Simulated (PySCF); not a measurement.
# Fine-structure interval of Pt⁶⁹⁺ by level of theory

Pt⁶⁹⁺ [He] 2s2 2p5 [2p1/2^2 2p3/2^3, M_J = 3/2] → Pt⁶⁹⁺ [He] 2s2 2p5 [2p1/2^1 2p3/2^4, M_J = 1/2], as a difference of total energies. Computed with PySCF 2.14 in an even-tempered Gaussian basis (16 s from 56 bohr⁻², ratio 2.4; 13 p from 72 bohr⁻², ratio 2.4; 5 d from 250 bohr⁻², ratio 2.6; 4 f from 370 bohr⁻², ratio 2.6), with the two-component X2C-1e Hamiltonian. Correlated levels: nothing frozen; the 26 highest virtual spinors dropped. "Screened" scales the spin-orbit matrix elements by Boettger's factors to mimic the two-electron term; Breit and QED terms are absent.

```json
{"method": "GHF (screened spin-orbit)", "fine-structure interval (cm⁻¹)": "14452000"}
{"method": "GMP2 (screened spin-orbit)", "fine-structure interval (cm⁻¹)": "14454000"}
{"method": "GHF (bare spin-orbit)", "fine-structure interval (cm⁻¹)": "14885000"}
```
